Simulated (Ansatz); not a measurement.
```yaml
atoms:
  - { symbol: Al, position_ang: [0.0082, 0.0049, -0.0030] }
  - { symbol: Cl, position_ang: [2.0815, -0.0034, 0.0091] }
  - { symbol: Cl, position_ang: [-1.0427, 1.7931, 0.0060] }
  - { symbol: Cl, position_ang: [-1.0380, -1.8072, -0.0072] }
```

Basis set: STO-3G (spherical functions). Correlated methods keep 20 orbitals frozen. Charge 0, multiplicity 1.

Computed with Ansatz (development build ahead of 0.2.0); each method stands on the lowest determinant of its kind that the runs found. Restricted open shells among the atoms or ions are ROHF, correlated in semicanonical orbitals with singles.

(1) Give the atomization energy at this shape (free ground-state atoms in the same class of orbitals less the molecule, no zero-point energy) of singlet AlCl₃ by RHF-MP2, RHF.

## Answers

(1)

```csv
method,atomization energy
RHF-MP2,1470.2 kJ/mol
RHF,1419.9 kJ/mol
```

This basis has no polarisation functions and is too small for such energies, which can lie far from measured ones in either direction.
